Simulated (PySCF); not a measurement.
**TDDFT excited states: C4H5Cl2F**

C4H5Cl2F.
SMILES with atom numbers: `[CH3:1]/[C:2](=[CH:3]\[F:4])[CH:5]([Cl:6])[Cl:7]` (hydrogens: H8, H9, H10 on C1; H11 on C3; H12 on C5)

Cartesian coordinates in Å at the GFN2-xTB level; atoms count from 1:
```
atom  x, y, z in Å
C1     0.925   -1.111   -0.088
C2     0.114    0.148   -0.074
C3     0.648    1.362   -0.128
F4     1.970    1.545   -0.230
C5    -1.360   -0.047    0.073
Cl6   -2.324    1.274   -0.612
Cl7   -1.754   -0.208    1.820
H8     1.985   -0.876   -0.088
H9     0.692   -1.699   -0.975
H10    0.693   -1.711    0.790
H11    0.106    2.295   -0.114
H12   -1.694   -0.972   -0.401
```

Computed with TDDFT PBE0/def2-SVPD, vertical, gas phase, core orbitals frozen in the response (PySCF).

Task: What does the calculation give for the low-lying excited states?

Result: 

| state | λ (nm) | E (eV) | f | main configurations (H = HOMO, L = LUMO) |
| --- | --- | --- | --- | --- |
| S1 | 207.2 | 5.98 | 0.090 | H→L (71%), H→L+1 (21%) |
| S2 | 196.9 | 6.30 | 0.059 | H→L+1 (76%), H→L (17%) |
| S3 | 188.5 | 6.58 | 0.0027 | H-1→L (55%), H-2→L (39%) |
| S4 | 185.7 | 6.68 | 0.025 | H-2→L (54%), H-1→L (36%) |
| S5 | 175.3 | 7.07 | 0.0080 | H→L+2 (90%) |
| S6 | 173.3 | 7.16 | 0.0047 | H-1→L+1 (56%), H-4→L (19%), H-2→L+1 (16%) |

Triplets, Tamm–Dancoff:

```tsv
state	E (eV)	λ (nm)	main configurations (H = HOMO, L = LUMO)
T1	4.00	310.2	H→L (84%)
T2	5.88	211.0	H→L+1 (51%), H-2→L (23%)
```

The lowest singlet comes at 207 nm (577 kJ/mol) in the ultraviolet; it is of moderate strength; its leading configuration is HOMO→LUMO (71%). The lowest level is also the most intense of those listed (f = 0.090). Löwdin shares by element: HOMO carbon 59% or more, fluorine 13%, chlorine 10% or more (atoms not listed hold the other 18%); LUMO carbon 55% or more, chlorine 28% or more (atoms not listed hold the other 18%). Of the 6 states listed, 3 reach f = 0.01 and none stays under 0.0005. Weighted by f, the mean energy of these states is 6.26 eV. Orbital energies (eV): HOMO-3 -9.53, HOMO-2 -8.96, HOMO-1 -8.88, HOMO -7.65, LUMO -0.86, LUMO+1 -0.18, LUMO+2 0.56. The window holds the lowest 6 singlets.

On an Arm Neoverse V1 with one thread (shared host), this took 26 s of wall time and 0.81 GiB of memory at its peak.

One conformer stands for the species.
